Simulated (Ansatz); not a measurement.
Input for Ansatz (a program for electronic structure): R-PBE/def2-TZVPP on H2OSn (SMILES [OH][SnH]), a point of a torsion scan. Elements past Kr take the def2 small-core potentials; no spin–orbit coupling.

Ansatz 0.2 input:
```yaml
crystal:
  periodic: [false, false, false]
  atoms:
    - {symbol: O, position_ang: [-1.05249975, 0.15784989, 0.27144147]}
    - {symbol: Sn, position_ang: [0.78983481, 0.86263649, -0.11810126]}
    - {symbol: H, position_ang: [-1.59109368, -0.49430911, -0.17152935]}
    - {symbol: H, position_ang: [0.82414478, 0.66399730, -2.02107896]}
basis:
  gaussian:
    orbitals: def2-TZVPP
hamiltonian:
  xc: {name: PBE}
scf: {lower_state_search: off}
```

Output:

```
WARN ansatz: RAYON_NUM_THREADS=1 ignored (pool sized by the plan → 1); use --threads N
Functional definition: PBE
these checks for a lower state are left out or cut short: stability, starts, cluster_reference, orbital_swaps, neighbouring_geometries, increment
integrals: 0.03 GiB planned
657 factors; their error is unknown
mean field: 0.24 GiB planned
mean field evaluation 1: about -7901.0219 eV, gradient 7.0e1 eV
mean field evaluation 2: about -7774.0814 eV, gradient 1.9e2 eV
mean field evaluation 4: about -7909.0271 eV, gradient 1.8e1 eV
mean field evaluation 8: about -7909.8121 eV, gradient 1.8e-1 eV
mean field evaluation 16: about -7909.8052 eV, gradient 4.2e-4 eV
mean field -7909.80518467 eV, -290.6799790782 hartree, gradient 1.3e-6 eV, S^2 0.000000; 0 other end points of the search recorded, 0 dependent functions left out
reference -7909.80522466 eV, -290.6799805478 hartree; 16, 16 occupied and 93, 93 virtual orbitals, 657 factors
Total energy: -7909.80522466 eV, -290.6799805478 hartree
Checks for a lower state left out: stability, starts, cluster_reference, orbital_swaps, neighbouring_geometries, increment
```

Self-consistency was reached.

Cost: roughly 0.9 core-seconds.
